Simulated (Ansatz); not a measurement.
Breaking the Br1–H2 bond in HBr (multiplicity 1 held). Energies count from the point at 1.425 Å.


Signs of static correlation in cc-pVDZ, with CASSCF(8,5), from Ansatz (an electronic-structure program) runs.

| R (Å) | T1 of restricted CCSD | ⟨S²⟩ of UHF | largest double amplitude of restricted CCSD | weight of the CASSCF reference in MRCISD | CASSCF natural occupations |
|---|---|---|---|---|---|
| 1.140 | 0.004 | 0.000 | 0.041 | 0.951 | 2.00 2.00 2.00 1.99 0.02 |
| 1.282 | 0.005 | 0.000 | 0.042 | 0.951 | 2.00 2.00 2.00 1.98 0.02 |
| 1.425 | 0.005 | 0.000 | 0.065 | 0.950 | 2.00 2.00 2.00 1.97 0.03 |
| 1.567 | 0.006 | 0.000 | 0.094 | 0.950 | 2.00 2.00 2.00 1.96 0.04 |
| 1.710 | 0.008 | 0.000 | 0.127 | 0.950 | 2.00 2.00 2.00 1.94 0.06 |
| 1.923 | 0.011 | 0.234 | 0.188 | 0.951 | 2.00 2.00 2.00 1.89 0.11 |
| 2.137 | 0.015 | 0.610 | 0.261 | 0.951 | 2.00 2.00 2.00 1.81 0.19 |
| 2.493 | 0.025 | 0.871 | … | 0.952 | 2.00 2.00 2.00 1.62 0.38 |
| 2.850 | 0.037 | 0.959 | … | 0.952 | 2.00 2.00 2.00 1.42 0.58 |
| 3.277 | 0.049 | 0.993 | 0.706 | 0.952 | 2.00 2.00 2.00 1.23 0.77 |
| 3.847 | 0.058 | 1.003 | 0.835 | 0.953 | 2.00 2.00 2.00 1.10 0.90 |
| 4.559 | 0.062 | 1.005 | 0.907 | 0.953 | 2.00 2.00 2.00 1.03 0.97 |
| 5.699 | 0.063 | 1.006 | 0.939 | 0.953 | 2.00 2.00 2.00 1.00 1.00 |

Problem. What belongs in the gaps?

Solution. 
- 2.493, largest double amplitude of restricted CCSD: 0.404
- 2.850, largest double amplitude of restricted CCSD: 0.554

Doubts at one or more of the structures used: a restricted determinant that unrestricted orbitals would lower (R-CCSD(T)/cc-pVDZ); other coupled-cluster roots lie near (R-CCSD(T)/cc-pVDZ); T1 above 0.05 (R-CCSD(T)/cc-pVDZ, U-CCSD(T)/cc-pVDZ); a spin-contaminated determinant (U-CCSD(T)/cc-pVDZ).
